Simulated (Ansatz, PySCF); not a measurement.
Breaking a bond: CBe, lowest singlet found (which spin is the ground state isn't settled by this scan).

- RHF/aug-cc-pVDZ (Ansatz, an electronic-structure program)
- RKS-B3LYP/6-31G* = restricted B3LYP/6-31G*, spherical d run with PySCF 2.14.0
- RMP2 = MP2 on RHF/aug-cc-pVDZ, frozen core in Ansatz

Total energies in hartree (comparable only within one method and basis):

```json
[
 {"R / Å": "1.35", "RHF": "-52.15275", "RKS-B3LYP/6-31G*": "-52.45467", "RMP2": "-52.28629"},
 {"R / Å": "1.44", "RHF": "-52.18329", "RKS-B3LYP/6-31G*": "-52.45833", "RMP2": "-52.32182"},
 {"R / Å": "1.51", "RHF": "-52.19632", "RKS-B3LYP/6-31G*": "-52.45390", "RMP2": "-52.33929"},
 {"R / Å": "1.57", "RHF": "-52.20219", "RKS-B3LYP/6-31G*": "-52.53863", "RMP2": "-52.34911"},
 {"R / Å": "1.64", "RHF": "-52.20462", "RKS-B3LYP/6-31G*": "-52.54193", "RMP2": "-52.35584"},
 {"R / Å": "1.70", "RHF": "-52.20411", "RKS-B3LYP/6-31G*": "-52.54184", "RMP2": "-52.35803"},
 {"R / Å": "1.73", "RHF": "-52.20326", "RKS-B3LYP/6-31G*": "-52.54103", "RMP2": "-52.35784"},
 {"R / Å": "1.78", "RHF": "-52.20132", "RKS-B3LYP/6-31G*": "-52.53878", "RMP2": "-52.35450"},
 {"R / Å": "1.87", "RHF": "-52.19696", "RKS-B3LYP/6-31G*": "-52.53268", "RMP2": "-52.34601"},
 {"R / Å": "1.95", "RHF": "-52.19282", "RKS-B3LYP/6-31G*": "-52.52588", "RMP2": "-52.33684"},
 {"R / Å": "2.04", "RHF": "-52.18844", "RKS-B3LYP/6-31G*": "-52.51750", "RMP2": "-52.32590"}
]
```

The scan ran from 1.24 to 5.83 Å; beyond the distances shown full CI changes its symmetry label. The restricted form behind RHF, RKS-B3LYP/6-31G*, RMP2 keeps the bonding electrons paired and can't separate into open-shell fragments. The T1 diagnostic of CCSD on the restricted reference of RMP2 exceeds 0.045 at 1.35 to 2.04 Å.
